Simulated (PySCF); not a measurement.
Computed shifts of a molecule C₂H₁₀OSi₃, HF/pcSseg-1 (PySCF), GIAO, gas phase, atoms alike by connectivity averaged where their shifts nearly agree, in ppm (number of nuclei): ²⁹Si: -5.1 (1), -31.8 (1), -50.2 (1). ¹³C: 21.4 (1), -12.1 (1). ¹H: 4.90 (1), 4.32 (1), 4.05 (3), 3.96 (1), 2.19 (1), 1.79 (1), 1.06 (1), -0.29 (1). References: ¹⁷O against H2O (σ = 333.0 ppm); ²⁹Si against TMS (σ = 393.8 ppm); ¹³C against TMS (σ = 192.6 ppm); ¹H against TMS (σ = 31.99 ppm), references at their B3LYP-D3(BJ)/def2-TZVP geometries, non-relativistic. Geometry: B3LYP-D3(BJ)/def2-SVP. The values are those of a single conformer.

Question: Identify the compound among the candidates.
(A) O[Si@@H]1C[C@H]([SiH3])[SiH2]1
(B) C1O[SiH2][SiH2]C[SiH2]1
(C) O=CC[SiH]([SiH3])[SiH3]
(D) O=C[SiH2]C([SiH3])[SiH3]

Answer: A, O[Si@@H]1C[C@H]([SiH3])[SiH2]1
